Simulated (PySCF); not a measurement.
## Ionising Cu₂

PBE0; basis Cu cc-pVDZ-PP with ECP10; scalar-relativistic core potentials; PySCF 2.14. Neutral (UKS): singlet (closed shell), Re = 2.226 Å, ωe = 270 cm⁻¹, De = 2.05 eV, HOMO -5.67 eV, LUMO -2.01 eV.

Cu₂⁺ (UKS): doublet (σ ↑), Re = 2.371 Å, ωe = 204 cm⁻¹, De = 2.11 eV to Cu⁺ (3d10) + Cu (3d10 4s1). The energies at the minima are -394.50754 hartree for Cu2 and -394.22302 for Cu₂⁺.

Task: Work out the adiabatic ionisation energy, without and with harmonic zero-point energies (1 hartree = 27.2114 eV, 1 eV = 8065.5 cm⁻¹), and the change of the bond length.

Result: At PBE0: 0.28452 hartree = 7.742 eV between the minima; the zero-point term (204.0 − 270.0)/2 cm⁻¹ = -0.004 eV makes it 7.738 eV. Re changes by +14.5 pm against the neutral. Minus the HOMO energy is 5.67 eV, -2.07 eV from the value between the minima; self-interaction puts the Kohn–Sham level too high, less so with exact exchange. The electron leaves a σ orbital, and the longer bond of the ion fits a bonding orbital, or a change in how ionic the bond is.

Closed-shell solutions of metal pairs were not tested for spin polarisation, which can lower them a little. The state is the lowest single determinant that the PBE0 search found; with open d or f shells the true ground state can be another one.
